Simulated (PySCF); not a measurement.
Electronic absorption of 2,3-difluorobenzonitrile

Species: 2,3-difluorobenzonitrile, C7H3F2N.
Atom-mapped SMILES: `[N:1]#[C:2][c:3]1[cH:4][cH:5][cH:6][c:7]([F:8])[c:9]1[F:10]` (hydrogens: H11 on C4; H12 on C5; H13 on C6)

Cartesian coordinates in Å at the GFN2-xTB level; atoms count from 1:
```
atom  x, y, z in Å
N1     3.6121    0.2025   -0.2400
C2     2.4713    0.1458   -0.1647
C3     1.0614    0.0475   -0.0707
C4     0.4538   -1.2047    0.0377
C5    -0.9208   -1.3044    0.1292
C6    -1.7091   -0.1647    0.1159
C7    -1.1114    1.0793    0.0087
F8    -1.8750    2.1805   -0.0045
C9     0.2699    1.1972   -0.0847
F10    0.8369    2.4034   -0.1893
H11    1.0752   -2.0868    0.0466
H12   -1.3851   -2.2742    0.2124
H13   -2.7836   -0.2208    0.1857
```

Level of theory: TDDFT PBE0/def2-SVPD, vertical, gas phase, core orbitals frozen in the response (PySCF 2.14.0, density-fitted response routines).

| state | λ (nm) | E (eV) | f | symmetry | main configurations (H = HOMO, L = LUMO) |
| --- | --- | --- | --- | --- | --- |
| S1 | 246.1 | 5.04 | 0.032 | A′ | H→L (79%), H-1→L+1 (20%) |
| S2 | 218.4 | 5.68 | 0.202 | A′ | H-1→L (85%), H→L+1 (12%) |
| S3 | 192.6 | 6.44 | 0.0000 | – | H-2→L (95%) |
| S4 | 184.9 | 6.70 | 0.354 | A′ | H-1→L+1 (62%), H→L (16%), H→L+1 (13%) |
| S5 | 183.6 | 6.75 | 0.482 | A′ | H→L+1 (65%), H-1→L+1 (15%) |
| S6 | 178.5 | 6.94 | 0.0032 | A″ | H→L+2 (72%), H-1→L+2 (20%) |

Triplets, Tamm–Dancoff:

| state | E (eV) | λ (nm) | main configurations (H = HOMO, L = LUMO) |
| --- | --- | --- | --- |
| T1 | 3.76 | 329.4 | H-1→L (81%), H→L+1 (15%) |
| T2 | 4.12 | 301.2 | H→L (96%) |

The lowest singlet lies at 5.04 eV (246 nm, ultraviolet) and is of moderate strength; its leading configuration is HOMO→LUMO (79%). The strongest level in the table is S5 at 6.75 eV (184 nm, f = 0.482). Löwdin shares by element: HOMO carbon 70% or more (atoms not listed hold the other 30%); LUMO carbon 46% or more, nitrogen 12% (atoms not listed hold the other 42%). Orbital energies (eV): HOMO-3 -10.52, HOMO-2 -10.14, HOMO-1 -8.30, HOMO -8.16, LUMO -2.09, LUMO+1 -1.11, LUMO+2 0.18. The listed states span 1.91 eV, and the widest gap between neighbours is 0.76 eV (S2 to S3). Of the 6 states listed, 4 reach f = 0.01 and 1 stays under 0.0005. No computed singlet lies in the visible range (380 to 750 nm); the lowest, at 246 nm, stands 1.78 eV above its violet end (3.26 eV). Symmetry labels in Cs follow from the direction of the transition dipole and are given only for states with f of 0.002 or more. The window holds the lowest 6 singlets.

The run took about 1.8 min of CPU time (grids of density and orbitals included) (one thread, shared machine).
